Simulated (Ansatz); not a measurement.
H6N2O2Ti (`[NH2][Ti]([NH2])([OH])[OH]`). Total charge 0; spin multiplicity 1. Geometry: relaxed with PBE0-D4/def2-TZVP. It is one conformer, not always the lowest.

```xyz
11

N     0.208   -1.622    0.503
Ti    0.172    0.209    0.046
N    -1.172    0.440   -1.257
O     1.818    0.643   -0.564
O    -0.311    1.208    1.472
H     1.042   -2.101    0.811
H    -0.527   -2.285    0.307
H    -1.043    0.326   -2.252
H    -2.063    0.877   -1.066
H     2.389    1.384   -0.363
H    -0.513    0.920    2.363
```

Task: What is the dipole moment at ωB97M-V/def2-TZVPP? (An estimate is asked.)

Result: Ansatz gave: 0.80 D, with components (-0.36, -0.39, 0.59) D in this frame, pointing from negative to positive charge.

Task: And with PBE, r2SCAN, B3LYP? (An estimate is asked.)

Result: Computed: PBE 0.78 D, r2SCAN 0.80 D, B3LYP 0.81 D.

Task: Give the Mulliken charges with ωB97M-V, B3LYP, r2SCAN in def2-TZVPP. (Estimate.)

Result: Computed: 
```
atom  ωB97M-V  B3LYP  r2SCAN
  N1    -0.44  -0.50   -0.54
 Ti2     0.96   1.04    1.03
  N3    -0.44  -0.50   -0.54
  O4    -0.46  -0.49   -0.50
  O5    -0.46  -0.49   -0.50
  H6     0.12   0.14    0.16
  H7     0.12   0.14    0.16
  H8     0.11   0.13    0.15
  H9     0.12   0.14    0.16
 H10     0.17   0.18    0.20
 H11     0.18   0.19    0.21
```

B3LYP here is the variant with VWN-RPA as its local correlation; programs differ in this.
